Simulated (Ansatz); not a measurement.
`C[Si](F)(Cl)[SeH]` + `[Cl][SnH3]` → `[Cl][SnH2][SeH]` + `C[SiH](F)Cl` at 600 K and 1 bar (formal exchange of groups at the Se–Si bond).

Program: Ansatz. Geometries: PBE0-D4/def2-TZVP. ΔE: electronic, gas phase. CCSD(T)/CBS is the MP2 limit (def2-TZVPP, def2-QZVPP) plus CCSD(T) − MP2 in def2-TZVPP, frozen cores. def2 core potentials past Kr. For Se, Sn outer-core shells are correlated without core-valence functions, which leaves a few kJ/mol of doubt a bond. Scalar relativity is left out up to krypton. One conformer a species, not always the lowest.

| species | CCSD(T)/CBS energy (Eh) | H − E (kJ/mol) | S (J/(mol·K)) |
| --- | --- | --- | --- |
| `C[Si](F)(Cl)[SeH]` | -3289.98488 | 195.9 | 466.5 |
| `[Cl][SnH3]` | -675.62576 | 90.8 | 325.6 |
| `[Cl][SnH2][SeH]` | -3076.37402 | 108.0 | 415.5 |
| `C[SiH](F)Cl` | -889.24457 | 181.4 | 390.8 |

H − E and S are ideal-gas, rigid-rotor, harmonic terms from PBE0-D4/def2-TZVP, for one conformer and one mirror image of each species. 1 Eh = 2625.50 kJ/mol, R = 8.31446 J/(mol·K).

Question: By hand: ΔE, ΔH, ΔS and ΔG.

Answer: ΔE = (-3076.37402) + (-889.24457) − (-3289.98488) − (-675.62576) = -0.00795 Eh = -20.9 kJ/mol. Δ(H − E) = 108.0 + 181.4 − 195.9 − 90.8 = 2.7, so ΔH = -18.2 kJ/mol. ΔS = 415.5 + 390.8 − 466.5 − 325.6 = 14.2 J/(mol·K). ΔG = -18.2 − 600 × (14.2)/1000 = -26.7 kJ/mol.

Question: By hand: the equilibrium constant, and the temperature at which ΔG would vanish if ΔH and ΔS stayed fixed.

Answer: log₁₀ K = −ΔG/(RT ln 10) = 2.3. ΔH and −TΔS have one sign here, so there is no such temperature.

TΔS isn't small against ΔH here. A doubt of 5 kJ/mol in ΔE shifts log₁₀ K by 0.4 here. Other conformers and mirror images would add mixing entropy, several J/(mol·K) or more a flexible species. These are equilibria of isolated gas molecules and say nothing of rates. Largest T1 diagnostic: 0.012 (customary marks: 0.02 for closed shells, 0.045 for open ones).
